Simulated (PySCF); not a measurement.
From a computed spectrum to the compound

A species of 9 atoms with charge 2 has these harmonic modes (PBE0, small Gaussian bases with core potentials, PySCF 2.14.0):

| cm⁻¹ | km/mol | symmetry |
| --- | --- | --- |
| 56 | 0.2 | a |
| 67 | 2.2 | b |
| 195 | 1.7 | a |
| 282 | 0.0 | a |
| 330 | 25.6 | b |
| 455 | 0.1 | a |
| 463 | 26.1 | b |
| 576 | 38.7 | b |
| 623 | 6.3 | a |
| 1162 | 35.4 | b |
| 1167 | 28.3 | a |
| 1277 | 13.2 | a |
| 1286 | 20.9 | b |
| 1290 | 97.7 | b |
| 1309 | 51.2 | a |
| 2930 | 272.9 | b |
| 2942 | 79.4 | a |
| 3032 | 25.1 | a |
| 3034 | 76.3 | b |
| 3059 | 63.1 | a |
| 3060 | 51.2 | b |

Task: Which species is it, and in which structure?

Result: [Hf(CH3)2]2+ (singlet):
```xyz
9

Hf    0.0000    0.0000   -0.2011
C     1.5600    0.0149    1.1543
H     2.5005   -0.1992    0.5927
H     1.6673    1.0133    1.6410
H     1.4508   -0.7269    1.9760
C    -1.5600   -0.0149    1.1543
H    -2.5005    0.1992    0.5927
H    -1.6673   -1.0133    1.6410
H    -1.4508    0.7269    1.9760
```
Ideal gas at 298.15 K and 1 bar: S = 342.6 J/(mol K), Cp = 95.7 J/(mol K), H − H(0 K) = 20.2 kJ/mol (rigid rotor, harmonic modes, spin degeneracy alone; the modes under 60 cm⁻¹ make these uncertain). 
 The answer isn't unique; the calculation gave this one.
